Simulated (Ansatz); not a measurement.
`S[SiH2][SeH]` + `S=C[SiH2][SnH3]` → `S=C[SiH2][SeH]` + `S[SiH2][SnH3]`  (redistribution)

Calculated with Ansatz (gas phase, PBE0-D4/def2-TZVP geometries, no zero-point term in ΔE). CCSD(T)/CBS adds triple-zeta CCSD(T) − MP2 to the extrapolated MP2 energy (def2 sets, frozen cores). DFT in def2-TZVPP. B3LYP here is the variant with VWN-RPA as its local correlation; programs differ in this. def2 core potentials past Kr. For Se, Sn outer-core shells are correlated without core-valence functions, which leaves a few kJ/mol of doubt a bond. Scalar relativity is left out up to krypton. One conformer a species, not always the lowest.

```json
{"level": "PBE0-D4", "ΔE (kJ/mol)": "5.5", "difference from CCSD(T)/CBS": "1.5"}
{"level": "ωB97M-V", "ΔE (kJ/mol)": "4.2", "difference from CCSD(T)/CBS": "0.2"}
{"level": "B2PLYP", "ΔE (kJ/mol)": "4.4", "difference from CCSD(T)/CBS": "0.4"}
{"level": "PBE0", "ΔE (kJ/mol)": "5.1", "difference from CCSD(T)/CBS": "1.1"}
{"level": "B3LYP", "ΔE (kJ/mol)": "4.2", "difference from CCSD(T)/CBS": "0.2"}
{"level": "SCS-MP2/def2-TZVPP", "ΔE (kJ/mol)": "3.7", "difference from CCSD(T)/CBS": "-0.3"}
{"level": "CCSD/def2-TZVPP", "ΔE (kJ/mol)": "3.5", "difference from CCSD(T)/CBS": "-0.5"}
{"level": "SCS-MP2/def2-QZVPP", "ΔE (kJ/mol)": "3.7", "difference from CCSD(T)/CBS": "-0.3"}
{"level": "HF/CBS(def2)", "ΔE (kJ/mol)": "1.5", "difference from CCSD(T)/CBS": "-2.5"}
{"level": "MP2/CBS(def2)", "ΔE (kJ/mol)": "4.9", "difference from CCSD(T)/CBS": "0.9"}
{"level": "CCSD(T)/CBS", "ΔE (kJ/mol)": "4.0", "difference from CCSD(T)/CBS": "0"}
```

Largest T1 diagnostic among the species: 0.015.
